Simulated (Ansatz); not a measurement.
Molecule: sum formula SiN2H5, net charge 0, doublet state. It need not be the lowest isomer of its formula. 
Coordinates optimised at B3LYP-D3(BJ)/def2-TZVP (Ansatz, a first-principles code):
```
Si
N 1 1.7097
H 2 1.0080 1 120.61
H 2 1.0080 3 110.97 1 -149.36
N 1 1.7536 2 115.11 3 -73.22
H 5 1.0242 1 113.21 2 180.00
H 1 1.4853 2 107.58 3 167.05
H 1 1.4853 7 111.73 2 117.87
```
Charge 0, spin multiplicity 2.

Basis-set convergence of Hartree-Fock and MP2 correlation energies (hartree) with Ansatz. Cores are frozen in the correlated levels unless marked. Open shells are spin-unrestricted. No spin-orbit coupling. Non-relativistic.

| basis | functions | E(HF) | E(corr, MP2) |
|---|---|---|---|
| aug-cc-pV(D+d)Z | 123 | -400.76931 | -0.43099 |
| aug-cc-pV(T+d)Z | 262 | -400.81392 | -0.52292 |
| aug-cc-pV(Q+d)Z | 479 | -400.82418 | -0.55548 |

Extrapolating the two largest sets (X = 3 and 4) as X^-3: E(corr) = (64·(-0.55548) - 27·(-0.52292))/37 = -0.5792 Eh, an estimate of the basis-set limit. The largest set recovers 95.9 % of it, the smallest 74.4 %.
